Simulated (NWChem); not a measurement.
System: C₄H₃N₂, doublet; SMILES c1nc[c]cn1

```xyz
9

C      0.0000     0.0000     1.3650
C      1.2021     0.0000     0.6901
N      1.2008     0.0000    -0.6579
C      0.0000     0.0000    -1.2455
N     -1.2008     0.0000    -0.6579
C     -1.2021     0.0000     0.6901
H      2.1700     0.0000     1.1859
H      0.0000     0.0000    -2.3339
H     -2.1700     0.0000     1.1859
```
Atoms are numbered in this order, from 1.

Level: B3LYP/6-31G* (spherical d), spin-unrestricted (NWChem), optimised geometry, unscaled harmonic frequencies. In the optimisation the excess spin sits in a1 (C2v, its own frame). B3LYP is NWChem's, with the RPA form of VWN correlation.

```json
[
 {"frequency (cm⁻¹)": "382", "IR intensity (km/mol)": "0.1"},
 {"frequency (cm⁻¹)": "400", "IR intensity (km/mol)": "0.0"},
 {"frequency (cm⁻¹)": "568", "IR intensity (km/mol)": "27.7"},
 {"frequency (cm⁻¹)": "694", "IR intensity (km/mol)": "10.6"},
 {"frequency (cm⁻¹)": "705", "IR intensity (km/mol)": "32.6"},
 {"frequency (cm⁻¹)": "894", "IR intensity (km/mol)": "3.9"},
 {"frequency (cm⁻¹)": "975", "IR intensity (km/mol)": "0.0"},
 {"frequency (cm⁻¹)": "994", "IR intensity (km/mol)": "5.2"},
 {"frequency (cm⁻¹)": "994", "IR intensity (km/mol)": "0.0"},
 {"frequency (cm⁻¹)": "1089", "IR intensity (km/mol)": "3.5"},
 {"frequency (cm⁻¹)": "1138", "IR intensity (km/mol)": "0.0"},
 {"frequency (cm⁻¹)": "1169", "IR intensity (km/mol)": "7.3"},
 {"frequency (cm⁻¹)": "1261", "IR intensity (km/mol)": "1.1"},
 {"frequency (cm⁻¹)": "1358", "IR intensity (km/mol)": "1.7"},
 {"frequency (cm⁻¹)": "1429", "IR intensity (km/mol)": "42.2"},
 {"frequency (cm⁻¹)": "1459", "IR intensity (km/mol)": "10.9"},
 {"frequency (cm⁻¹)": "1529", "IR intensity (km/mol)": "19.4"},
 {"frequency (cm⁻¹)": "1612", "IR intensity (km/mol)": "59.7"},
 {"frequency (cm⁻¹)": "3195", "IR intensity (km/mol)": "20.3"},
 {"frequency (cm⁻¹)": "3198", "IR intensity (km/mol)": "16.0"},
 {"frequency (cm⁻¹)": "3201", "IR intensity (km/mol)": "0.4"}
]
```

```yaml
zero_point_energy: 40.4 kcal/mol
thermal correction to the enthalpy at 298.15 K (with zero-point energy): 43.6 kcal/mol
heat capacity Cv: 14.7 cal/(mol K)
"entropy at 298.15 K and 1 atm (symmetry number 2, electronic part: spin degeneracy alone)": 68.1 cal/(mol K)
dipole_moment: 1.21 D
```

Rigid rotor and harmonic oscillator.
